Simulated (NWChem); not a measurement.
# CH$_{3}$FSi, singlet; SMILES C[Si]F

Program: NWChem. Low-valent species are run as closed-shell singlets; no triplet was tried in these runs. B3LYP is NWChem's, with the RPA form of VWN correlation. Each level has its own optimisation; frequencies are unscaled.

```csv
level,r F–Si (Å),r C–Si (Å),highest harmonic frequency (cm⁻¹),lowest (cm⁻¹),zero-point energy (kcal/mol),dipole (D)
Hartree-Fock/3-21G,1.642,1.928,3261,93,25.6,1.65
B3LYP/3-21G,___,1.937,___,___,___,___
PBE0/def2-SVP,1.644,1.895,3163,67,23.5,1.56
```

Q: Fill in the missing entries.

A: 
- B3LYP/3-21G, r F–Si (Å): 1.667
- B3LYP/3-21G, highest harmonic frequency (cm⁻¹): 3125
- B3LYP/3-21G, lowest (cm⁻¹): 74
- B3LYP/3-21G, zero-point energy (kcal/mol): 24.2
- B3LYP/3-21G, dipole (D): 1.36
